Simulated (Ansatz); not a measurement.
Total energies of `C#[C][SnH2][CH3]`.

```xyz
10

C    -0.2304    2.7959    0.2121
C    -0.2879    1.6091    0.4241
Sn   -0.3690   -0.4512    0.7561
C     0.5337   -1.4144   -0.9188
H    -0.1817    3.8450    0.0286
H     0.4766   -0.7715    2.2026
H    -2.0117   -0.8797    0.9238
H    -0.0109   -1.1534   -1.8259
H     0.5139   -2.4963   -0.7869
H     1.5674   -1.0835   -1.0157
```

The species carries charge 0 and has multiplicity 1. Correlated methods include outer-core shells of Sn, which these sets cover unevenly. Sn: def2 effective core potential. All single points use the PBE0-D4/def2-TZVP geometry. Basis def2-TZVPP, Ansatz 0.2.0.

RPA on PBE orbitals: Hartree–Fock energy of these orbitals -330.36695 Eh, correlation -1.28390 Eh (frozen core).

```json
{"functional": "LDA (SPW92)", "energy without D4 (Eh)": "-330.71702", "D4 term (kJ/mol)": "–"}
{"functional": "PBE", "energy without D4 (Eh)": "-332.01252", "D4 term (kJ/mol)": "-18.2"}
{"functional": "revPBE", "energy without D4 (Eh)": "-332.19682", "D4 term (kJ/mol)": "-50.6"}
{"functional": "r2SCAN", "energy without D4 (Eh)": "-332.18966", "D4 term (kJ/mol)": "-4.5"}
{"functional": "PBE0", "energy without D4 (Eh)": "-332.03888", "D4 term (kJ/mol)": "-15.5"}
{"functional": "r2SCANh", "energy without D4 (Eh)": "-332.17285", "D4 term (kJ/mol)": "-4.8"}
{"functional": "r2SCAN0", "energy without D4 (Eh)": "-332.14866", "D4 term (kJ/mol)": "-5.3"}
{"functional": "HSE06 (plane-wave form)", "energy without D4 (Eh)": "-332.02964", "D4 term (kJ/mol)": "-14.6"}
{"functional": "BHLYP", "energy without D4 (Eh)": "-332.03952", "D4 term (kJ/mol)": "-24.4"}
{"functional": "LC-ωPBE", "energy without D4 (Eh)": "-332.13680", "D4 term (kJ/mol)": "–"}
{"functional": "ωB97X-V", "energy without D4 (Eh)": "-332.13377", "D4 term (kJ/mol)": "–"}
{"functional": "ωB97M-V", "energy without D4 (Eh)": "-332.07570", "D4 term (kJ/mol)": "–"}
{"functional": "B2PLYP", "energy without D4 (Eh)": "-331.86947", "D4 term (kJ/mol)": "–"}
{"functional": "PBE-QIDH", "energy without D4 (Eh)": "-331.82819", "D4 term (kJ/mol)": "–"}
```

Task: Give the same for BLYP, B97M-V, B3LYP, CAM-B3LYP. (An estimate is asked.)

Result: Ansatz gave: 
| functional | energy without D4 (Eh) | D4 term (kJ/mol) |
| --- | --- | --- |
| BLYP | -332.07284 | -39.2 |
| B97M-V | -332.19408 | – |
| B3LYP | -332.26841 | -29.5 |
| CAM-B3LYP | -332.09988 | -16.0 |

B3LYP takes the VWN-RPA correlation (the form of Gaussian; ORCA's B3LYP/G). HSE06 is the plane-wave form, built on full-range PBE exchange. The double hybrids freeze the cores in their second-order part.

LC-ωPBE has ω = 0.4 bohr⁻¹.
